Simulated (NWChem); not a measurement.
**Lowest excitation of H4Al2F2**

SMILES: [F][AlH2].[F][AlH2]
```xyz
8

Al     0.0000     0.0000    -1.4249
Al     0.0000     0.0000     1.4249
F     -1.1815     0.0000     0.0000
H      0.0000     1.4146    -2.1119
H      0.0000    -1.4146    -2.1119
F      1.1815     0.0000     0.0000
H      0.0000     1.4146     2.1119
H      0.0000    -1.4146     2.1119
```
Charge 0, spin multiplicity 1.

Everything below was run with NWChem. Structure: optimised with B3LYP/def2-SVP, a minimum by its harmonic frequencies.

Basis set: 6-31+G*.

B3LYP has NWChem's definition, with VWN1-RPA local correlation. The Pople sets run with spherical d functions. The structure started from a generated list of species.

Problem. One of these methods gave a lowest vertical singlet excitation energy of 7.10 eV. Which?
(A) TD-BHandHLYP
(B) TD-B3LYP
(C) TD-PBE
(D) CIS

Solution. A, TD-BHandHLYP. The others give 7.94 (CIS), 6.45 (TD-B3LYP), 5.80 (TD-PBE).
